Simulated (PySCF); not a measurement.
## Fractional electron number in Yb(2+) (ytterbium, charge +2)

The 4f beta orbital of [Xe] 4f14 is emptied in steps (occupation f), with all orbitals relaxed, ending at [Xe] 4f13. All numbers are calculated (PySCF 2.14, a scalar-relativistic core potential, in def2-TZVP with the def2 core potential (28 electrons)). The exact energy is a straight line in f; departures are measured from the line between the end points of the same method.

| f | UHF (eV) |
| --- | --- |
| 1 | 0.000 |
| 0.75 | 1.388 |
| 0.5 | 1.776 |
| 0.25 | 1.275 |
| 0 | 0.000 |

```
method  E(f=0) − E(f=1) (eV)  −ε at f=1 (eV)  −ε at f=0.5 (eV)
   UHF                20.813          28.519            20.510
```

Orbital energy along the path (eV):

```tsv
f	UHF
1	-28.519
0.75	-24.289
0.5	-20.510
0.25	-17.185
0	-14.322
```

Reference removal energy between the ground levels: 25.053 ± 0.025 eV (semi-empirical (NIST evaluation); NIST Atomic Spectra Database, ionization energies). The calculation has no spin-orbit coupling. UHF lacks correlation.
